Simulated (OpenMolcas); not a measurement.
Os4+: effect of the level shift or regulariser

- Program: OpenMolcas 26.06
- Basis: ANO-RCC-VTZP [8s7p5d3f2g1h]
- Scalar Hamiltonian: DKH2, point nucleus
- Active space: 4 electrons in 5 orbitals (5d)
- State averaging: 2S+1 = 5 even, 5 roots; 2S+1 = 3 even, 45 roots; 2S+1 = 1 even, 50 roots
- Spin-orbit coupling: RASSI with atomic mean-field integrals over the reference wave functions, term energies averaged over their components

Methods on the same reference wave functions:
A. CASSCF
B. MS-CASPT2, IPEA 0.25 Eh, imaginary shift 0.1 Eh (closed shells correlated: 5s 5p)
C. MS-CASPT2, IPEA 0.25 Eh, real shift 0.2 Eh (closed shells correlated: 5s 5p)
D. MS-CASPT2, IPEA 0.25 Eh, sigma2 regulariser 0.3 Eh (closed shells correlated: 5s 5p)

Energies in cm⁻¹ above 5d⁴ ⁵D₀, the measured ground level; measured values from the list in Palmeri et al., Atoms 14, 22 (2026).

| Level | A | B | C | D | Measured |
| --- | --- | --- | --- | --- | --- |
| 5d⁴ ⁵D₀ [65 %] | 0.0 | 0.0 | 0.0 | 0.0 | 0.0 |
| 5d⁴ ⁵D₁ | 3613 | 4320 | 4310 | 4320 | 4311 |
| 5d⁴ ⁵D₂ | 7190 | 8150 | 8130 | 8150 | 8083 |
| 5d⁴ ⁵D₃ | 10273 | 11140 | 11130 | 11140 | 11018 |
| 5d⁴ ⁵D₄ [70 %] | 12722 | 13180 | 13170 | 13180 | 12966 |
| 5d⁴ ³P₀(1) [52 %] | 20685 | 18990 | 19030 | 19000 |  |
| 5d⁴ ³H₄ [57 %] | 22180 | 21230 | 21220 | 21230 | 20374 |
| 5d⁴ ³G₃ [61 %] | 26828 | 25030 | 25030 | 25030 | 23942 |
| 5d⁴ ³H₅ | 27287 | 26310 | 26300 | 26310 | 25344 |
| 5d⁴ ³P₁(1) | 28047 | 25580 | 25650 | 25590 | 24680 |
| 5d⁴ ³F₂(1) [67 %] | 28082 | 25560 | 25600 | 25570 |  |
| 5d⁴ ³H₆ | 29629 | 28650 | 28640 | 28650 | 27669 |
| 5d⁴ ³G₅ | 39682 | 38170 | 38170 | 38180 | 37016 |
| 5d⁴ ¹I₆ | 41948 | 40480 | 40470 | 40480 | 39284 |
| 5d⁴ ³D₁ | 42918 | 39970 | 39980 | 39970 | 38536 |
| 5d⁴ ¹S₀(1) | 49302 | 45730 | 45770 | 45740 |  |
| 5d⁴ ¹F₃ [65 %] | 53003 | 48350 | 48400 | 48360 | 46549 |
| 5d⁴ ³P₂(2) [69 %] | 57663 | 52240 | 52250 | 52240 |  |
| 5d⁴ ³F₄(2) [58 %] | 59936 | 55560 | 55570 | 55560 |  |
| 5d⁴ ³F₂(2) [63 %] | 62467 | 57600 | 57620 | 57600 |  |
| 5d⁴ ³F₃(2) | 63224 | 58280 | 58290 | 58280 | 55872 |
| 5d⁴ ³P₁(2) | 64406 | 58670 | 58710 | 58670 | 55988 |
| 5d⁴ ³P₀(2) | 67646 | 61910 | 61930 | 61920 |  |
| 5d⁴ ¹G₄(2) | 68148 | 62520 | 62540 | 62520 |  |

Deviations, from unrounded energies. A percentage is the sum of absolute deviations over the sum of measured energies, with the sign that they share, or ± where signs differ.

```
                        Against measurement  Levels      A     B     C     D
             mean absolute deviation (cm-1)      15   3100  1100  1100  1100
      fine structure of the ground term (%)       4   -7.1  +1.1  ±1.0  +1.2
other terms of the ground configuration (%)      11  +11.1  +3.9  +4.0  +3.9
```

B, C, D lie about equally close to measurement and A furthest from it. The largest miss of B in the table is 5d⁴ ³P₁(2), by +2700 cm-1. The ranking rests on the paired levels alone, and a cruder setting can come out closer through cancelling errors.

Among B to D the level of the table that moves most is 5d⁴ ³P₁(1), by 65 cm-1 (lowest in B, highest in C). Moves below CASPT2's spread within the term are not significant.

The two smallest mean deviations differ by little beside CASPT2's spread within terms, so their order carries little weight.

From A to B the spin-free energies of the other terms of 5d⁴ shown, above ⁵D, scale by factors of 0.80 to 0.89, as is usual when dynamic correlation screens the repulsion within a d or f shell.

The lowest spin-free term lies below A's lowest term by 0.272 hartree in B, 0.271 hartree in C, 0.272 hartree in D.

CASPT2 does not keep the components of a term degenerate, so their means are used; among the terms shown or strongly mixed into the levels shown the widest spread is 1100 cm-1 (5d⁴ ¹I, D). The CASPT2 spread within a term exceeds the gap to the next term for 5d⁴ ³H and 5d⁴ ³P(1), 5d⁴ ¹I and 5d⁴ ³D, 5d⁴ ¹D(1) and 5d⁴ ¹S(1), so the order of their levels is uncertain (figures for B; the like holds for C, D). Without dynamic correlation excited terms often stand tens of per cent too high (terms of higher spin than the ground term too low), and those without a measured partner can miss by more than the paired ones (holds for A). Computed and measured levels are paired by configuration, term and J; levels that our copy of the source lacks, or whose pairing is in doubt (as where it misses far off the trend of its configuration), stay unpaired and out of the deviations. Only configurations of the active space appear. Levels that lie high or do not pair safely by name in every column are left out.

A share in square brackets marks a mixed level and gives the weight of the term that names it, the lowest over the columns. A number in round brackets counts repeated terms of one configuration in the order of the reference energies.
